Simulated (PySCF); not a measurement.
SMILES c1(ccc([SeH])cc1)[SiH3] (C6H8SeSi), singlet, GFN2-xTB optimised geometry.

```
16

Si     3.14    -0.01     0.00
C      1.26    -0.01     0.00
C      0.55     1.19     0.00
C     -0.83     1.20    -0.01
C     -1.54     0.01    -0.03
Se    -3.45     0.07    -0.05
C     -0.85    -1.20    -0.03
C      0.53    -1.20    -0.02
H      3.61    -1.32     0.45
H      3.62     1.04     0.91
H      3.63     0.26    -1.36
H      1.08     2.12     0.01
H     -1.37     2.14    -0.01
H     -3.62    -1.37    -0.09
H     -1.40    -2.14    -0.05
H      1.05    -2.14    -0.02
```

Density from CAM-B3LYP/def2-TZVP (PySCF) at that geometry.

Minimum of the electron density along straight lines between bonded atoms, close to the bond critical point (lines longer than 1.1 times the sum of covalent radii, or with two minima, are not listed):

| bond | length / Å | ρ at the minimum / e bohr⁻³ | ∇²ρ there / e bohr⁻⁵ | position (fraction from the first atom) |
|---|---|---|---|---|
| Si1–C2 | 1.887 | 0.120 | 0.18 | 0.39 |
| C2–C3 | 1.393 | 0.318 | -0.94 | 0.49 |
| C3–C4 | 1.381 | 0.326 | -0.98 | 0.50 |
| C4–C5 | 1.388 | 0.322 | -0.96 | 0.49 |
| C5–Se6 | 1.916 | 0.160 | -0.19 | 0.49 |
| C5–C7 | 1.387 | 0.322 | -0.96 | 0.51 |
| C2–C8 | 1.392 | 0.318 | -0.94 | 0.49 |
| C7–C8 | 1.381 | 0.326 | -0.98 | 0.50 |
| Si1–H9 | 1.464 | 0.125 | 0.18 | 0.49 |
| Si1–H10 | 1.464 | 0.125 | 0.17 | 0.49 |
| Si1–H11 | 1.466 | 0.125 | 0.17 | 0.49 |
| C3–H12 | 1.081 | 0.289 | -1.04 | 0.65 |
| C4–H13 | 1.082 | 0.287 | -1.03 | 0.65 |
| Se6–H14 | 1.448 | 0.185 | -0.34 | 0.63 |
| C7–H15 | 1.082 | 0.287 | -1.03 | 0.65 |
| C8–H16 | 1.081 | 0.289 | -1.05 | 0.65 |
